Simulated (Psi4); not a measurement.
Psi4 input (wB97X-D/6-31G*):

```
memory 1500 MB

molecule {
0 1
C    -1.50946924    0.13525764   -0.02954702
C    -0.14239834   -0.47916042   -0.10548602
C     1.02416038    0.26214254   -0.58559615
O     0.83826806    0.01922124    0.81226500
H    -2.05693779   -0.25112328    0.83255523
H    -2.08462067   -0.10001904   -0.92820269
H    -1.43877541    1.21922918    0.06660483
H    -0.11998649   -1.56214571   -0.21072859
H     0.90406969    1.29704488   -0.89351414
H     1.85634933   -0.26619438   -1.04105945
symmetry c1
no_reorient
no_com
}

set {
  basis 6-31G*
  reference rks
  scf_type pk
  dft_radial_points 99
  dft_spherical_points 590
  e_convergence 1e-8
  d_convergence 1e-7
  maxiter 150
}

e = energy('wb97x-d')
print_out(f'\nFINAL {e:.10f} DIPOLE {variable("CURRENT DIPOLE")[0]:.6f} {variable("CURRENT DIPOLE")[1]:.6f} {variable("CURRENT DIPOLE")[2]:.6f}\n')
```

Output:

```
   => Loading Basis Set <=

    Name: 6-31G*
    Role: ORBITAL
    Keyword: BASIS
    atoms 1-3  entry C          line   111 file 6-31gs.gbs
    atoms 4    entry O          line   145 file 6-31gs.gbs
    atoms 5-10 entry H          line    44 file 6-31gs.gbs

   => WB97X-D: Empirical Dispersion <=

    Chai and Head-Gordon Dispersion Correction
    Chai, J.-D.; Head-Gordon, M. (2010), J. Chem. Phys., 132: 6615-6620

        s6 =       1.000000

         ---------------------------------------------------------
                                   SCF
               by Justin Turney, Rob Parrish, Andy Simmonett
                          and Daniel G. A. Smith
                              RKS Reference
         ---------------------------------------------------------

  ==> Geometry <==

    Molecular point group: c1
    Full point group: C1

    Geometry (in Angstrom), charge = 0, multiplicity = 1:

       Center              X                  Y                   Z               Mass
    ------------   -----------------  -----------------  -----------------  -----------------
         C           -1.509469240000     0.135257640000    -0.029547020000    12.000000000000
         C           -0.142398340000    -0.479160420000    -0.105486020000    12.000000000000
         C            1.024160380000     0.262142540000    -0.585596150000    12.000000000000
         O            0.838268060000     0.019221240000     0.812265000000    15.994914619570
         H           -2.056937790000    -0.251123280000     0.832555230000     1.007825032230
         H           -2.084620670000    -0.100019040000    -0.928202690000     1.007825032230
         H           -1.438775410000     1.219229180000     0.066604830000     1.007825032230
         H           -0.119986490000    -1.562145710000    -0.210728590000     1.007825032230
         H            0.904069690000     1.297044880000    -0.893514140000     1.007825032230
         H            1.856349330000    -0.266194380000    -1.041059450000     1.007825032230

  Running in c1 symmetry.

  Rotational constants: A =      0.60606  B =      0.22237  C =      0.19800 [cm^-1]
  Rotational constants: A =  18169.35655  B =   6666.57679  C =   5935.86518 [MHz]
  Nuclear repulsion =  124.838400038333987

  Charge       = 0
  Multiplicity = 1
  Electrons    = 32
  Nalpha       = 16
  Nbeta        = 16

  ==> Algorithm <==

  SCF Algorithm Type is PK.
  DIIS enabled.
  MOM disabled.
  Fractional occupation disabled.
  Guess Type is SAD.
  Energy threshold   = 1.00e-08
  Density threshold  = 1.00e-07
  Integral threshold = 1.00e-12

  ==> Primary Basis <==

  Basis Set: 6-31G*
    Blend: 6-31G*
    Number of shells: 36
    Number of basis functions: 72
    Number of Cartesian functions: 72
    Spherical Harmonics?: false
    Max angular momentum: 2

  ==> DFT Potential <==

   => LibXC <=

    Version 7.1.2
    S. Lehtola, C. Steigemann, M. J. T. Oliveira, and M. A. L. Marques,  SoftwareX 7, 1–5 (2018) (10.1016/j.softx.2017.11.002)

   => Composite Functional: WB97X-D <=

    wB97X-D Hyb-GGA Exchange-Correlation Functional

    J.-D. Chai and M. Head-Gordon,  Phys. Chem. Chem. Phys. 10, 6615–6620 (2008) (10.1039/B810189B)

    Deriv               =              1
    GGA                 =           TRUE
    Meta                =          FALSE

    Exchange Hybrid     =           TRUE
    MP2 Hybrid          =          FALSE

   => Exchange-Correlation Functionals <=

    1.0000   wB97X-D range-separated functional

   => Exact (HF) Exchange <=

    0.7780            HF,LR [omega = 0.2000]
    0.2220               HF

   => LibXC Density Thresholds  <==

    XC_HYB_GGA_XC_WB97X_D:  1.00E-14

   => Molecular Quadrature <=

    Radial Scheme          =       TREUTLER
    Pruning Scheme         =           NONE
    Nuclear Scheme         =       TREUTLER

    Blocking Scheme        =         OCTREE
    BS radius alpha        =              1
    Pruning alpha          =              1
    Radial Points          =             99
    Spherical Points       =            590
    Total Points           =         547594
    Total Blocks           =           3895
    Max Points             =            256
    Max Functions          =             72
    Weights Tolerance      =       1.00E-15

  ==> Integral Setup <==

  Using in-core PK algorithm.
   Calculation information:
      Number of atoms:                  10
      Number of AO shells:              36
      Number of primitives:             84
      Number of atomic orbitals:        72
      Number of basis functions:        72

      Integral cutoff                 1.00e-12
      Number of threads:                 1

  Performing in-core PK
  Using 10363518 doubles for integral storage.
  We computed 218580 shell quartets total.
  Whereas there are 222111 unique shell quartets.

  Computing range-separated integrals for PK
  We computed 218580 wK shell quartets total.
  Whereas there are 222111 wK unique shell quartets.

  ==> DiskJK: Disk-Based J/K Matrices <==

    J tasked:                  Yes
    K tasked:                  Yes
    wK tasked:                 Yes
    Omega:               2.000E-01
    Schwarz Cutoff:          1E-12


  Cached 50.0% of DFT collocation blocks in 0.509 [GiB].

  Minimum eigenvalue in the overlap matrix is 3.8282978672E-03.
  Reciprocal condition number of the overlap matrix is 5.2906349381E-04.
    Using symmetric orthogonalization.

  ==> Pre-Iterations <==

  SCF Guess: Superposition of Atomic Densities via on-the-fly atomic UHF (no occupation information).

   -------------------------
    Irrep   Nso     Nmo
   -------------------------
     A         72      72
   -------------------------
    Total      72      72
   -------------------------

  ==> Iterations <==

                        Total Energy        Delta E     RMS |[F,P]|

   @RKS iter SAD:  -192.49434399143769   -1.92494e+02   0.00000e+00
   @RKS iter   1:  -192.92464989376782   -4.30306e-01   6.94202e-03 ADIIS/DIIS
   @RKS iter   2:  -192.97392102478744   -4.92711e-02   5.93697e-03 ADIIS/DIIS
   @RKS iter   3:  -193.04464221837554   -7.07212e-02   1.16210e-03 ADIIS/DIIS
   @RKS iter   4:  -193.04709377246229   -2.45155e-03   3.04478e-04 ADIIS/DIIS
   @RKS iter   5:  -193.04730594256011   -2.12170e-04   4.88295e-05 DIIS
   @RKS iter   6:  -193.04731309350058   -7.15094e-06   1.65756e-05 DIIS
   @RKS iter   7:  -193.04731376626424   -6.72764e-07   3.97747e-06 DIIS
   @RKS iter   8:  -193.04731381972996   -5.34657e-08   5.65367e-07 DIIS
   @RKS iter   9:  -193.04731382103080   -1.30083e-09   1.00947e-07 DIIS
   @RKS iter  10:  -193.04731382109370   -6.28972e-11   2.83586e-08 DIIS
  Energy and wave function converged.

  ==> Post-Iterations <==

   Electrons on quadrature grid:
      Ntotal   =   31.9999992819 ; deviation = -7.181e-07

    Orbital Energies [Eh]
    ---------------------

    Doubly Occupied:

       1A    -19.274102     2A    -10.351200     3A    -10.342681
       4A    -10.292900     5A     -1.167349     6A     -0.844554
       7A     -0.754985     8A     -0.688269     9A     -0.595075
      10A     -0.552098    11A     -0.511409    12A     -0.487332
      13A     -0.455349    14A     -0.446980    15A     -0.379287
      16A     -0.345647

    Virtual:

      17A      0.191307    18A      0.191901    19A      0.211013
      20A      0.219958    21A      0.227821    22A      0.259172
      23A      0.264030    24A      0.269785    25A      0.344733
      26A      0.404378    27A      0.561097    28A      0.604766
      29A      0.632829    30A      0.663986    31A      0.677718
      32A      0.721905    33A      0.747354    34A      0.800487
      35A      0.853569    36A      0.914748    37A      0.965457
      38A      0.969956    39A      0.992754    40A      1.015786
      41A      1.040078    42A      1.055037    43A      1.078812
      44A      1.123051    45A      1.152494    46A      1.346486
      47A      1.480790    48A      1.523247    49A      1.562469
      50A      1.695630    51A      1.751552    52A      1.841436
      53A      1.899081    54A      1.984991    55A      2.072611
      56A      2.118793    57A      2.206058    58A      2.235685
      59A      2.255324    60A      2.363789    61A      2.395471
      62A      2.420022    63A      2.498202    64A      2.606362
      65A      2.682597    66A      2.804201    67A      2.944105
      68A      3.025039    69A      3.875975    70A      4.269122
      71A      4.366161    72A      4.557845

    Final Occupation by Irrep:
              A
    DOCC [    16 ]
    NA   [    16 ]
    NB   [    16 ]

  @RKS Final Energy:  -193.04731382109370

   => Energetics <=

    Nuclear Repulsion Energy =            124.8384000383339867
    One-Electron Energy =                -508.1985501935226921
    Two-Electron Energy =                 208.9035745997896356
    DFT Exchange-Correlation Energy =     -18.5877697935782074
    Empirical Dispersion Energy =          -0.0029684721164123
    VV10 Nonlocal Energy =                  0.0000000000000000
    Total Energy =                       -193.0473138210936952

Computation Completed

Properties will be evaluated at   0.000000,   0.000000,   0.000000 [a0]

Properties computed using the SCF density matrix

 Multipole Moments:

 ------------------------------------------------------------------------------------
     Multipole            Electronic (a.u.)      Nuclear  (a.u.)        Total (a.u.)
 ------------------------------------------------------------------------------------

 L = 1.  Multiply by 2.5417464519 to convert [e a0] to [Debye]
 Dipole X            :         -0.3559802           -0.0000001           -0.3559803
 Dipole Y            :         -0.0737501            0.0000002           -0.0737499
 Dipole Z            :         -0.7298260            0.0000001           -0.7298259
 Magnitude           :                                                    0.8153569

 ------------------------------------------------------------------------------------

FINAL -193.0473138211 DIPOLE -0.355980 -0.073750 -0.729826

*** Psi4 exiting successfully. Buy a developer a beer!
```

The geometry given is a B3LYP-D3(BJ)/def2-TZVP minimum.
